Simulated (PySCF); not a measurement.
**Electronic structure of Mg (magnesium, neutral) at the TPSS level**

Configuration: [Ne] 3s1 3p1, high-spin 3P determinant (an excited configuration). Computed with PySCF 2.14 in def2-QZVPPD (9s5p5d2f, 63 functions), with the non-relativistic Hamiltonian (point nucleus).

```json
{"Total energy": "-199.9952 hartree", "One-electron energy": "-278.6243 hartree", "Hartree (Coulomb) energy": "95.0756 hartree", "Exchange-correlation energy": "-16.4466 hartree", "Kinetic energy": "199.25049 hartree", "⟨S²⟩": "2.0000", "⟨L²⟩": "2.007", "Sum of ⟨r⟩": "12.84 bohr", "Sum of ⟨r²⟩": "34.54 bohr²", "Traceless quadrupole moment −½Σ⟨3z² − r²⟩ along its main axis": "-8.05 e·bohr²", "Density at the nucleus (Gaussians lack the cusp)": "1090 bohr⁻³", "Spin density at the nucleus": "1.70 bohr⁻³", "Langevin diamagnetic susceptibility": "-27.4 ×10⁻⁶ cm³/mol"}
```

| shell | electrons | mean orbital energy (hartree) | spread (hartree) | rms radius, mean of both spins (bohr) |
| --- | --- | --- | --- | --- |
| 1s α | 1 | -46.51583 | 0 | 0.152 |
| 1s β | 1 | -46.51202 | 0 | 0.152 |
| 2s α | 1 | -3.03436 | 0 | 0.763 |
| 2s β | 1 | -3.02820 | 0 | 0.763 |
| 2p α | 3 | -1.79521 | 0.00439 | 0.778 |
| 2p β | 3 | -1.78884 | 0.00790 | 0.778 |
| 3s α | 1 | -0.21921 | 0 | 3.27 |
| 3p α | 1 | -0.09163 | 0 | 4.36 |
